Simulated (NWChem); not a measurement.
Species: CH$_{6}$FNOSi; SMILES N[Si@H](CF)O

```xyz
11

N     -1.6131     0.5008     0.2250
Si    -0.0136     0.6235    -0.3992
O      1.1063     1.4434     0.5316
C      0.4809    -1.2003    -0.6381
F      0.1160    -1.8983     0.5378
H     -2.1750     1.3065     0.4675
H     -1.8465    -0.3115     0.7835
H      0.0175     1.3755    -1.6747
H      1.1919     1.1419     1.4477
H     -0.0446    -1.6675    -1.4814
H      1.5581    -1.3402    -0.7928
```
Atoms are numbered in this order, from 1.

All runs: NWChem. Medium grid unless said otherwise, to which SCAN and Minnesota functionals are sensitive. Coordinates come from a B3LYP/6-31G* (spherical d) optimisation. Total energies of different functionals are on different scales.

```json
[
 {"level": "PBE/def2-TZVP", "energy (Ha)": "-560.7820", "highest occupied level (eV)": "-6.21", "orbital gap (eV)": "5.68", "dipole (D)": "0.97"},
 {"level": "B3LYP/def2-TZVP", "energy (Ha)": "-561.2581", "highest occupied level (eV)": "-7.45", "orbital gap (eV)": "7.52", "dipole (D)": "0.88"},
 {"level": "r2SCAN/def2-TZVP", "energy (Ha)": "-561.0721", "highest occupied level (eV)": "-6.53", "orbital gap (eV)": "6.48", "dipole (D)": "0.94"},
 {"level": "M06-2X/def2-TZVP", "energy (Ha)": "-561.1065", "highest occupied level (eV)": "-9.21", "orbital gap (eV)": "10.27", "dipole (D)": "0.83"},
 {"level": "Hartree-Fock/def2-TZVP", "energy (Ha)": "-559.2512", "highest occupied level (eV)": "-11.37", "orbital gap (eV)": "14.66", "dipole (D)": "0.76"},
 {"level": "TPSSh/def2-TZVP", "energy (Ha)": "-561.2469", "highest occupied level (eV)": "?", "orbital gap (eV)": "?", "dipole (D)": "0.91"}
]
```

Question: Some entries are withheld; supply them.

Answer: 
- TPSSh/def2-TZVP, highest occupied level (eV): -6.87
- TPSSh/def2-TZVP, orbital gap (eV): 6.95
